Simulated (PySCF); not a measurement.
PySCF input (CCSD(T)/cc-pVDZ):

```python
from pyscf import gto, scf, mp, cc as ccmod

mol = gto.M(
    atom='''
    Si    0.09796182    0.74121751   -0.08571513
    C    -1.53846800   -0.34323084    0.09831609
    C     1.38185314   -0.75478688   -0.12302819
    H     0.25547793    1.04616930    1.42547310
    H    -1.78710606   -0.81881753   -0.85855562
    H    -1.45509814   -1.13920768    0.85128952
    H    -2.39421064    0.28637496    0.36983599
    H     1.19518875   -1.51270823    0.65041235
    H     1.34594559   -1.26035332   -1.09602371
    H     2.40802623   -0.39039635    0.00585285
    ''',
    basis='cc-pvdz',
    charge=-1,
    spin=0,
    verbose=4,
)

mf = scf.RHF(mol)
mf.conv_tol = 1e-10
mf.max_cycle = 100
mf.kernel()
mp2 = mp.MP2(mf, frozen=7).run()
cc = ccmod.CCSD(mf, frozen=7)
cc.max_cycle = 100
cc.kernel()
et = cc.ccsd_t()
print(f'E(CCSD(T)) = {cc.e_tot + et:.9f}')
```

End of the output:

```
Extra cycle  E= -368.701066810377  delta_E= 1.82e-12  |g|= 2.58e-07  |ddm|= 2.61e-06
converged SCF energy = -368.701066810377

******** <class 'pyscf.mp.mp2.RMP2'> ********
nocc = 10, nmo = 74
frozen orbitals 7
E(RMP2) = -369.110683576652  E_corr = -0.409616766274929
E(SCS-RMP2) = -369.118228101801  E_corr = -0.417161291423058
E_corr(same-spin) = -0.0858217247386814
E_corr(oppo-spin) = -0.323795041536248

******** <class 'pyscf.cc.ccsd.CCSD'> ********
CC2 = 0
CCSD nocc = 10, nmo = 74
frozen orbitals 7
max_cycle = 100
direct = 0
conv_tol = 1e-07
conv_tol_normt = 1e-05
diis_space = 6
diis_start_cycle = 0
diis_start_energy_diff = 1e+09
Init t2, MP2 energy = -369.110683576344  E_corr(MP2) -0.409616765966813
Init E_corr(CCSD) = -0.409616765966869
cycle = 1  E_corr(CCSD) = -0.447419052104304  dE = -0.0378022861  norm(t1,t2) = 0.055245
cycle = 2  E_corr(CCSD) = -0.458519586203255  dE = -0.0111005341  norm(t1,t2) = 0.0181833
cycle = 3  E_corr(CCSD) = -0.462874028390997  dE = -0.00435444219  norm(t1,t2) = 0.0075561
cycle = 4  E_corr(CCSD) = -0.463210378944464  dE = -0.000336350553  norm(t1,t2) = 0.0016627
cycle = 5  E_corr(CCSD) = -0.463087171979945  dE = 0.000123206965  norm(t1,t2) = 0.000707653
cycle = 6  E_corr(CCSD) = -0.463083921842166  dE = 3.25013778e-06  norm(t1,t2) = 0.00019644
cycle = 7  E_corr(CCSD) = -0.463090073753776  dE = -6.15191161e-06  norm(t1,t2) = 7.27534e-05
cycle = 8  E_corr(CCSD) = -0.463089630843316  dE = 4.4291046e-07  norm(t1,t2) = 2.27346e-05
cycle = 9  E_corr(CCSD) = -0.463088747163847  dE = 8.83679469e-07  norm(t1,t2) = 9.32143e-06
cycle = 10  E_corr(CCSD) = -0.463088578623422  dE = 1.68540425e-07  norm(t1,t2) = 3.45044e-06
cycle = 11  E_corr(CCSD) = -0.463088429868335  dE = 1.48755087e-07  norm(t1,t2) = 1.41497e-06
cycle = 12  E_corr(CCSD) = -0.463088416125735  dE = 1.37425998e-08  norm(t1,t2) = 4.88828e-07
CCSD converged
E(CCSD) = -369.1641552265032  E_corr = -0.4630884161257354
CCSD(T) correction = -0.013122926586034
E(CCSD(T)) = -369.177278153
```

It need not be the lowest isomer of its formula. Whether it binds its extra electron was not tested at this geometry.
